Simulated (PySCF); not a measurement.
**J couplings in C4H12Ge2**

Geometry:
```csv
atom,x (Å),y (Å),z (Å)
Ge1,2.294,0.239,-0.816
Ge2,1.162,-1.127,0.839
C3,-0.733,-0.632,0.992
C4,-0.994,0.881,1.193
C5,-1.397,0.983,-0.291
C6,-1.498,-0.553,-0.352
H7,2.235,1.728,-0.420
H8,3.775,-0.162,-0.954
H9,1.626,0.090,-2.198
H10,1.281,-2.613,0.436
H11,1.859,-0.937,2.205
H12,-1.176,-1.295,1.751
H13,-0.155,1.510,1.529
H14,-1.841,1.064,1.872
H15,-2.306,1.555,-0.526
H16,-0.582,1.375,-0.920
H17,-2.535,-0.910,-0.253
H18,-1.055,-1.051,-1.230
```

Method: B3LYP/pcJ-1 (pcSseg-1 on Ge) (without the spin–dipole term)//PBE0-D3(BJ)/def2-SVP, PySCF; isolated molecule, single conformer, non-relativistic. Couplings are averaged over pairs made equivalent by symmetry, fast rotation or ring inversion, so a value needn't be that of the named pair in this geometry, while other rotamers aren't included; one pair stands for each set, and the list holds a selection of those of at least 0.8 Hz over up to four bonds.

Isotopes: $^{13}$C, $^{1}$H.

```csv
pair,bonds,J (Hz)
"C3, C4",1,28.4
"C3, H12",1,143.9
"C4, C5",1,?
"C4, H13",1,143.4
"C4, H14",1,139.2
"C5, H15",1,?
"C5, H16",1,137.2
"C3, H10",2,?
"C4, C6",2,-8.0
"C4, H12",2,?
"C4, H15",2,-2.8
"C5, H13",2,-3.0
"C5, H14",2,-3.8
"H10, H11",2,8.4
"H13, H14",2,-12.9
"C3, H7",3,1.4
"C3, H15",3,?
"C3, H16",3,?
"C5, H12",3,9.0
"H12, H14",3,11.8
"H13, H15",3,2.8
"H13, H16",3,11.2
"H10, H14",4,?
"H12, H15",4,?
"H13, H17",4,-1.0
"H13, H18",4,3.3
```

Task: Estimate the withheld couplings, with signs.

Result: 
- $^{1}J$(C4,C5) = 29.9 Hz (bond length 1.541 Å)
- $^{1}J$(C5,H15) = 143.6 Hz (bond length 1.100 Å, sp3 carbon)
- $^{2}J$(C3,H10) = 5.9 Hz (angle at Ge2 110°)
- $^{2}J$(C4,H12) = -3.2 Hz (angle at C3 116°)
- $^{3}J$(C3,H15) = 11.9 Hz
- $^{3}J$(C3,H16) = 0.9 Hz
- $^{4}J$(H10,H14) = 1.8 Hz
- $^{4}J$(H12,H15) = 3.3 Hz

Relativistic effects of the heavier atoms present are left out.
